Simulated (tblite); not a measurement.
C7H13P.
Geometry (GFN2-xTB, Å), atoms numbered from 1 in this order:
```
atom  x, y, z in Å
C1     0.2732    2.5280   -1.2731
C2    -0.7123    1.8012   -0.7686
P3    -0.5745    0.7595    0.7177
C4    -1.6699   -0.6307    0.1176
C5    -1.6372   -1.8037    1.0866
C6     1.0891    0.0205    0.4319
C7     1.9822    0.1507    1.4041
C8     1.3879   -0.6902   -0.8523
H9     0.1267    3.1866   -2.1149
H10    1.2711    2.4855   -0.8667
H11   -1.7167    1.8794   -1.1698
H12   -1.3745   -0.9426   -0.8873
H13   -2.6835   -0.2225    0.0603
H14   -2.3061   -2.5971    0.7567
H15   -1.9449   -1.4820    2.0795
H16   -0.6304   -2.2107    1.1639
H17    1.7370    0.6548    2.3242
H18    2.9850   -0.2412    1.3226
H19    0.9283   -1.6786   -0.8546
H20    2.4620   -0.8175   -0.9751
H21    0.9987   -0.1326   -1.7033
```

Method: GFN2-xTB as coded in tblite; computed harmonic values from a numerical Hessian at the method's own geometry, unscaled. This tight-binding method is rough: wavenumbers can miss measured ones by several per cent, in bad cases by 10 to 20. One conformer, not necessarily the lowest.

Harmonic wavenumbers (cm⁻¹): 48.2, 84.3, 97.4, 130.4, 148.2, 169.1, 183.5, 243.5, 296.7, 313.9, 351.2, 373.2, 450.0, 547.1, 630.2, 681.1, 697.6, 708.5, 771.9, 887.8, 905.5, 947.2, 983.3, 994.7, 1003.3, 1007.2, 1015.9, 1033.4, 1075.7, 1194.0, 1221.3, 1239.8, 1251.3, 1389.9, 1398.5, 1407.9, 1412.5, 1448.8, 1479.3, 1486.8, 1496.3, 1502.8, 1649.2, 1681.3, 2938.1, 2950.3, 2997.0, 3013.7, 3014.0, 3016.1, 3021.5, 3022.0, 3032.4, 3073.4, 3079.5, 3105.3, 3110.3.

A = 1907, B = 1480, C = 1096 MHz; mass 128.075 u (most abundant isotopes); point group C1, symmetry number 1.

Task: Zero-point energy?

Result: Half the sum of the wavenumbers: 38707 cm⁻¹ = 463.04 kJ/mol.

Task: Entropy at 500 K, 1 bar (ideal gas, RRHO, classical rotation)?

Result: Translation 180.12, rotation 127.92, vibration 233.93: S = 542.0 J/(mol K).

Task: And Cp and H(500 K) − H(0)?

Result: Cp = 256.24 J/(mol K), of which vibrations give 222.98 (their classical limit is 57 R = 473.9); H(500 K) − H(0) = 75.98 kJ/mol without the zero-point energy, 59.36 from vibrations.

Task: Which modes carry the vibrational entropy at 500 K?

Result: 48.2 cm⁻¹: 24.75; 84.3 cm⁻¹: 20.11; 97.4 cm⁻¹: 18.92; 130.4 cm⁻¹: 16.51; 148.2 cm⁻¹: 15.46; 169.1 cm⁻¹: 14.39 J/(mol K); the other 51 give 123.79 together.

Task: What must be added to the electronic energy to get the Gibbs energy at 500 K and 1 bar?

Result: ZPE + [H(500 K) − H(0)] − T·S = 463.04 + 75.98 − 270.98 = 268.04 kJ/mol.

Hindered rotation and anharmonicity are outside this model. Other conformers, if any are populated, would add a mixing term that is left out. The structure is chiral; the term R ln 2 for an equal mix with its mirror image is left out.
